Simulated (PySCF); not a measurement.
# Checking a proposed structure

A compound C7H10N2 gives the data below (simulated from a calculation) and was assigned the structure `NCc1cccc(N)c1`.

13C{1H} NMR (computed): δ 134.1 (CH), 133.0 (CH), 129.1 (C), 125.4 (CH2), 125.2 (CH), 121.4 (CH2), 16.9 (CH3).

1H NMR (400 MHz, computed): δ 6.77 (m, 1H), 6.54 (m, 1H), 6.43 (q, 1H), 6.36 (m, 1H), 5.74 (m, 1H), 5.74 (m, 1H), 5.62 (m, 1H), 1.74 (d, 3H).

Level of theory: GIAO PBE0/pcSseg-1 shieldings, GFN2-xTB structure, in PySCF (averaged over atoms made equivalent by symmetry, fast rotation or ring inversion, one conformer, no solvent model, relativity neglected).

Referencing at the same level of theory: 1H (31.72 ppm), 13C (186.93 ppm) against TMS.

Task: Compare with the shifts computed for the proposed structure, pairing carbons in order of shift.

Result: Atom-mapped SMILES (the numbers label the heavy atoms): `[NH2:1][CH2:2][c:3]1[cH:4][cH:5][cH:6][c:7]([NH2:8])[cH:9]1`; H(Xn) means a hydrogen on atom n.

| atom | computed for proposal | given list | difference |
| --- | --- | --- | --- |
| C3 | 154.8 | 134.1 | +20.7 |
| C7 | 153.1 | 133.0 | +20.1 |
| C5 | 136.2 | 129.1 | +7.1 |
| C4 | 120.2 | 125.4 | -5.2 |
| C9 | 114.9 | 125.2 | -10.3 |
| C6 | 114.8 | 121.4 | -6.6 |
| C2 | 54.7 | 16.9 | +37.8 |

The rms difference is 18.8 ppm and the largest +37.8 ppm at C2 (sp3 CH2 bonded to N, on an aromatic ring). The carbon types in order of shift don't match either: C, C, CH, CH, CH, CH, CH2 for the proposal against CH, CH, C, CH2, CH, CH2, CH3 in the data. The proposal doesn't fit.

Task: Which isomer fits?

Result: SMILES C=CC(C=C)=N/N=C\C.

Carbon types of the structure: 1 × C, 3 × CH, 2 × CH2, 1 × CH3, which accounts for all hydrogens. δC 134.1, 133.0: alkene CH; an sp2 carbon of a C=C bond. δC 129.1, 125.2: C=N carbon. δC 125.4, 121.4: terminal =CH2 carbon; as expected for a trigonal carbon in a double bond. δC 16.9: methyl carbon; aliphatic region, no heteroatom directly attached.

The shifts were computed for this structure.

Shifts are as computed. Against solution values, carbons near 30 ppm lie about +3 ppm off and those near 130 ppm about +5 ppm. Of 1211 compounds with measured shifts, 218 miss one by over three times the rms of a fit or turn the order of signals round; such compounds aren't used in these exercises. No couplings were computed; multiplicities are counted from neighbouring protons, with m where these are inequivalent, close in shift, in a saturated or five-membered ring or joined by F or P, and br s for small geminal =CH2 splittings.
